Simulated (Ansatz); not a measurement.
`FB(F)F` and `FB(F)[SiH3]` differ in one atom or group.

Ansatz, PBE0-D4/def2-TZVP geometries, multiplicity 1. 

```csv
property,`FB(F)F`
size of the dipole moment (PBE/def2-TZVPP) / D,0.00
HOMO–LUMO gap (B3LYP/def2-TZVPP) / eV,11.94
size of the dipole moment (B3LYP/def2-TZVPP) / D,0.00
HOMO–LUMO gap (PBE/def2-TZVPP) / eV,9.65
LUMO energy (PBE/def2-TZVPP) / eV,-0.34
HOMO energy (PBE0/def2-TZVPP) / eV,-12.22
```

Problem. Give the same properties after the change, and the shifts. (Best estimate.)

Solution. The calculation gave: 
```tsv
property	`FB(F)[SiH3]`	shift
size of the dipole moment (PBE/def2-TZVPP) / D	0.80	0.80
HOMO–LUMO gap (B3LYP/def2-TZVPP) / eV	7.54	-4.40
size of the dipole moment (B3LYP/def2-TZVPP) / D	0.94	0.94
HOMO–LUMO gap (PBE/def2-TZVPP) / eV	5.63	-4.02
LUMO energy (PBE/def2-TZVPP) / eV	-2.12	-1.78
HOMO energy (PBE0/def2-TZVPP) / eV	-9.13	3.09
```

With PBE0 the HOMO rises by 3.09 eV and the LUMO falls by 1.62 eV, so the gap narrows by about 4.71 eV. PBE moves the HOMO by 2.24 eV and ωB97M-V by 3.43 eV.

B3LYP here is the variant with VWN-RPA as its local correlation; programs differ in this.
